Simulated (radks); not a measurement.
Q: Species: Rh+. Configuration: [Ar] 3d10 4s2 4p5 4d8 5s1 (not the ground configuration). Calculated with a radial shooting solver on a logarithmic mesh with Libxc functionals: Dirac Kohn-Sham, XLYP, spin-unpolarised, spherical densities, finite nucleus; open shells fill j = l - 1/2 first; Fermi nuclear charge, rms radius 4.4945 fm. Some entries of the table are withheld. Estimate them.

orbital  occ.  eigenvalue (hartree)  <1/r> (bohr^-1)  r(max) (bohr)
1s1/2       2             -846.9747              (1)        0.02117
2s1/2       2             -123.2134            10.79         0.1199
2p1/2       2             -114.1359            10.77        0.09291
2p3/2       4             -108.8164            10.18        0.09699
3s1/2       2             -22.44058            3.743         0.3516
3p1/2       2                   (2)              (3)         0.3382
3p3/2       4                   (4)              (5)         0.3478
3d3/2       4             -11.67306            3.331         0.2896
3d5/2       6             -11.49254            3.294         0.2924
4s1/2       2              -3.50969            1.419         0.8788
4p1/2       2              -2.42130              (6)         0.9231
4p3/2       3              -2.27378              (7)         0.9475
4d3/2       4              -0.64993              (8)          1.115
4d5/2       4              -0.63335              (9)          1.125
5s1/2       1              -0.45391           0.4509          2.427

A: 
(1) 1s1/2 <1/r> (bohr^-1): 47.06
(2) 3p1/2 eigenvalue (hartree): -18.88635
(3) 3p1/2 <1/r> (bohr^-1): 3.647
(4) 3p3/2 eigenvalue (hartree): -17.97125
(5) 3p3/2 <1/r> (bohr^-1): 3.503
(6) 4p1/2 <1/r> (bohr^-1): 1.299
(7) 4p3/2 <1/r> (bohr^-1): 1.255
(8) 4d3/2 <1/r> (bohr^-1): 0.9319
(9) 4d5/2 <1/r> (bohr^-1): 0.9199
